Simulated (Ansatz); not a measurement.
Reaction (atomization): `C=C1O[SiH2]C1N` → 3 C• + 7 H• + N• + O• + Si•

Calculated with Ansatz (gas phase, PBE0-D4/def2-TZVP geometries, no zero-point term in ΔE). CBS: MP2 limit from def2 TZ/QZ plus the TZ coupled-cluster correction, frozen cores. This one scheme is used for every species, atoms too. Functionals use def2-TZVPP. B3LYP here is the variant with VWN-RPA as its local correlation; programs differ in this. HSE06 is defined as in plane-wave codes. Open shells (•) are unrestricted, without spin–orbit coupling. Spin–orbit coupling would lower the free atoms: a little for C, O, Si. One conformer a species, not always the lowest.

`C=C1O[SiH2]C1N`:

Cartesian coordinates in Å:
```
C 1.486 1.145 -0.677
C 0.353 0.463 -0.650
O -0.801 0.808 -1.334
Si -1.783 -0.154 -0.350
C -0.068 -0.764 0.161
N 0.377 -0.966 1.509
H 1.587 2.049 -1.262
H 2.336 0.793 -0.106
H -2.535 0.637 0.659
H -2.721 -1.006 -1.122
H 0.148 -1.662 -0.430
H 1.357 -1.220 1.541
H 0.265 -0.125 2.060
```

```json
{"level": "PBE0-D4", "ΔE (kcal/mol)": "1228.3", "difference from CCSD(T)/CBS": "7.8"}
{"level": "B3LYP-D4", "ΔE (kcal/mol)": "1222.4", "difference from CCSD(T)/CBS": "1.9"}
{"level": "BHLYP-D4", "ΔE (kcal/mol)": "1180.8", "difference from CCSD(T)/CBS": "-39.7"}
{"level": "ωB97X-V", "ΔE (kcal/mol)": "1227.0", "difference from CCSD(T)/CBS": "6.5"}
{"level": "r2SCANh", "ΔE (kcal/mol)": "1213.1", "difference from CCSD(T)/CBS": "-7.4"}
{"level": "HSE06", "ΔE (kcal/mol)": "1223.8", "difference from CCSD(T)/CBS": "3.3"}
{"level": "BHLYP", "ΔE (kcal/mol)": "1172.5", "difference from CCSD(T)/CBS": "-48.0"}
{"level": "CCSD/def2-SVP", "ΔE (kcal/mol)": "1132.6", "difference from CCSD(T)/CBS": "-87.9"}
{"level": "CCSD(T)/def2-SVP", "ΔE (kcal/mol)": "1147.6", "difference from CCSD(T)/CBS": "-72.9"}
{"level": "HF/def2-QZVPP", "ΔE (kcal/mol)": "862.2", "difference from CCSD(T)/CBS": "-358.3"}
{"level": "CCSD(T)/CBS", "ΔE (kcal/mol)": "1220.5", "difference from CCSD(T)/CBS": "0"}
```

Largest T1 diagnostic among the species: 0.012.

From PBE to PBE0 (25 % exact exchange), in def2-TZVPP and without D4, ΔE moves by −26.1 kcal/mol: exact exchange takes away binding that semilocal exchange gives to molecules. The D4 term adds +11.3 kcal/mol with B3LYP and +5.9 kcal/mol with PBE0; it sums over pairs of atoms, weighted by their polarisabilities, and B3LYP, whose exchange is more repulsive, gets the larger term.

For atomizations the MP2-based limit and the directly extrapolated one differ by several kJ/mol either way, and by 10 to 25 for some Ge, Se and Sn compounds, so smaller differences from it don't rank the levels.
